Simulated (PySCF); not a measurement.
Isomers of C8H18, mass 114.141 u with the commonest isotopes. Theory: PBE0-D3(BJ)/def2-SVP geometry optimisation, gas phase (PySCF 2.14.0). One conformer each, none proved a minimum here; rigid rotors.

Problem. Order these by out-of-plane moment Σ m c² = (Ia + Ib − Ic)/2, largest first.
A. `CC(C)(C)C(C)(C)C` (tetramethylbutane)
B. `[CH3:1][CH:2]([CH3:3])[CH2:4][CH2:5][CH:6]([CH3:7])[CH3:8]` with C1–C2–C4–C5 -62°, C2–C4–C5–C6 -171°, C4–C5–C6–C7 174°
C. `[CH3:1][CH:2]([CH3:3])[CH2:4][C:5]([CH3:6])([CH3:7])[CH3:8]` with C1–C2–C4–C5 174° (2,2,4-trimethylpentane)
D. `[CH3:1][CH2:2][CH2:3][CH2:4][CH2:5][CH2:6][CH2:7][CH3:8]` with C1–C2–C3–C4 180°, C2–C3–C4–C5 180°, C3–C4–C5–C6 180°, C4–C5–C6–C7 180°, C5–C6–C7–C8 180° (octane)

Solution. A (108.58 u·Å²), C (63.50 u·Å²), B (46.87 u·Å²), D (12.53 u·Å²).

Problem. Order these by radius of gyration √(Σ m r²/M), smallest first.
A. `[CH3:1][CH2:2][CH2:3][CH2:4][CH2:5][CH2:6][CH2:7][CH3:8]` with C1–C2–C3–C4 180°, C2–C3–C4–C5 180°, C3–C4–C5–C6 180°, C4–C5–C6–C7 180°, C5–C6–C7–C8 180°
B. `CC(C)(C)C(C)(C)C` (tetramethylbutane)
C. `[CH3:1][CH:2]([CH3:3])[CH2:4][C:5]([CH3:6])([CH3:7])[CH3:8]` with C1–C2–C4–C5 174° (2,2,4-trimethylpentane)
D. `[CH3:1][CH:2]([CH3:3])[CH2:4][CH2:5][CH:6]([CH3:7])[CH3:8]` with C1–C2–C4–C5 -62°, C2–C4–C5–C6 -171°, C4–C5–C6–C7 174° (2,5-dimethylhexane)

Solution. B (1.897 Å), C (2.133 Å), D (2.462 Å), A (3.053 Å).

Problem. Order these by rotational constant B, largest first.
A. `[CH3:1][CH:2]([CH3:3])[CH2:4][CH2:5][CH:6]([CH3:7])[CH3:8]` with C1–C2–C4–C5 -62°, C2–C4–C5–C6 -171°, C4–C5–C6–C7 174°
B. `[CH3:1][CH:2]([CH3:3])[CH2:4][C:5]([CH3:6])([CH3:7])[CH3:8]` with C1–C2–C4–C5 174° (2,2,4-trimethylpentane)
C. `CC(C)(C)C(C)(C)C` (tetramethylbutane)
D. `[CH3:1][CH2:2][CH2:3][CH2:4][CH2:5][CH2:6][CH2:7][CH3:8]` with C1–C2–C3–C4 180°, C2–C3–C4–C5 180°, C3–C4–C5–C6 180°, C4–C5–C6–C7 180°, C5–C6–C7–C8 180°

Solution. C (1673 MHz), B (1224 MHz), A (829.8 MHz), D (491.0 MHz).

| SMILES | point group | Ia (u·Å²) | Ib (u·Å²) | Ic (u·Å²) | κ | μa (D) | μb (D) | μc (D) |
| --- | --- | --- | --- | --- | --- | --- | --- | --- |
| CC(C)CCC(C)C | C2 | 129.94 | 609.01 | 645.22 | -0.97 | 0.00 | 0.00 | 0.11 |
| CC(C)(C)C(C)(C)C | D3 | 217.23 | 302.13 | 302.19 | -1.00 | 0.00 | 0.00 | 0.00 |
| CCCCCCCC | C2h | 46.94 | 1029.23 | 1051.10 | -1.00 | 0.00 | 0.00 | 0.00 |
| CC(C)CC(C)(C)C | C1 | 169.83 | 412.93 | 455.75 | -0.88 | 0.04 | 0.00 | 0.11 |
